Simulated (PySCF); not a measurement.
## Dipole response of Fe⁺ (iron, charge +1)

[Ar] 3d6 4s1, high-spin 6D determinant. Computed with PySCF 2.14 in aug-cc-pVTZ with one added diffuse shell each of s, p, d, f, g type (9s8p6d4f3g, 118 functions), with the non-relativistic Hamiltonian (point nucleus). Coupled (time-dependent) response in atomic units; α is the mean over directions.

| method | mean α (bohr³) | α xx, yy, zz | C₆ (like pair) | S(−4) |
| --- | --- | --- | --- | --- |
| UHF | 36.44 | 35.10, 35.10, 39.13 | 191.4 | 1269 |
| PBE | 25.66 | 25.26, 25.26, 26.44 | 128.7 | 526.8 |

S(−4) is the Cauchy moment in α(ω) = α(0) + S(−4) ω² + …

α(iu) at UHF:

| u (hartree) | α(iu) (bohr³) |
| --- | --- |
| 0 | 36.44 |
| 0.0500 | 33.55 |
| 0.100 | 27.30 |
| 0.200 | 16.46 |
| 0.300 | 10.69 |
| 0.500 | 5.907 |
| 0.750 | 3.727 |
| 1.00 | 2.718 |
| 1.50 | 1.746 |
| 2.00 | 1.258 |
| 3.00 | 0.7613 |
| 5.00 | 0.3712 |

A single London oscillator, α(iu) = α/(1 + u²/ω²), gives C₆ = (3/4) ω α². Matching the computed C₆ needs ω = 4 × 191.4 / (3 × 36.44²) = 0.192 hartree.

For an ion, C₆ is the dispersion term alone; charge-induced terms of lower order in 1/R come first.

The components differ because the open shell of this determinant is not spherical; for a pure term their mean is the scalar polarisability.
